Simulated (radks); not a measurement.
Q: Species: the terbium ion Tb4+. Configuration: [Xe] 4f7 (the NIST ground configuration). All-electron calculation, Dirac Kohn-Sham, LDA (Slater exchange, Perdew-Wang correlation), spin-unpolarised, spherical densities, point nucleus; open shells are shared between the two j in proportion to 2j + 1. Program: a radial shooting solver on a logarithmic mesh with Libxc functionals.

Spin-orbit splittings of the eigenvalues, e(l+1/2) - e(l-1/2), with zeta = 2 splitting/(2l+1) and mean radii in bohr:

shell  occ.  splitting (eV)  zeta (eV)  <r> j=l-1/2  <r> j=l+1/2
2p        6           745.6      497.1      0.07592      0.08287
3p        6           153.8      102.5       0.2288       0.2420
3d       10           33.58      13.43       0.2142       0.2183
4p        6           34.74      23.16       0.5509       0.5808
4d       10           6.331      2.532       0.6125       0.6229
4f        7               ?          ?       0.7757       0.7844
5p        6           5.387      3.591        1.393        1.472

Estimate the 4f splitting.

A: 0.9193 eV (zeta = 0.2627 eV).
